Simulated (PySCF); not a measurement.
**Molybdenum: a sound run and one with changed settings**

Sound run: Mo [Kr] 4d5 5s1, Mo⁺ [Kr] 4d5. Computed with PySCF 2.14 in x2c-SVPall, with scalar relativity by spin-free X2C-1e. In the sound run the correlated levels freeze [Kr]. The sound run starts from symmetry-adapted Hartree-Fock orbitals and uses a fine grid where one is needed.

Changed run: basis STO-3G, all-electron and non-relativistic. This setting is unsound on purpose.

```tsv
species	method	sound run (hartree)	changed run (hartree)	converged
Mo	UHF	-4045.82522	-3935.89663	yes
Mo	LDA	-4043.24030	-3932.86889	yes
Mo	MN15	-4050.50786	-3934.38891	yes
Mo	MP2	-4045.88518	-3935.89722	yes
Mo⁺	UHF	-4045.59487	-3935.80791	yes
Mo⁺	LDA	-4042.95700	-3932.72616	yes
Mo⁺	MN15	-4050.25302	-3934.27676	yes
Mo⁺	MP2	-4045.64155	-3935.80842	yes
```

Ionisation energy of Mo:

```json
{"method": "UHF", "sound run (eV)": "6.268", "changed run (eV)": "2.414"}
{"method": "LDA", "sound run (eV)": "7.709", "changed run (eV)": "3.884"}
{"method": "MN15", "sound run (eV)": "6.935", "changed run (eV)": "3.052"}
{"method": "MP2", "sound run (eV)": "6.629", "changed run (eV)": "2.417"}
{"method": "SCS-MP2", "sound run (eV)": "6.389", "changed run (eV)": "2.415"}
```

A minimal basis cannot let orbitals breathe on ionisation and holds almost no correlation. The Hamiltonian changed with the basis, so the totals do not compare.

For comparison, NIST gives 7.092 eV between the lowest levels.
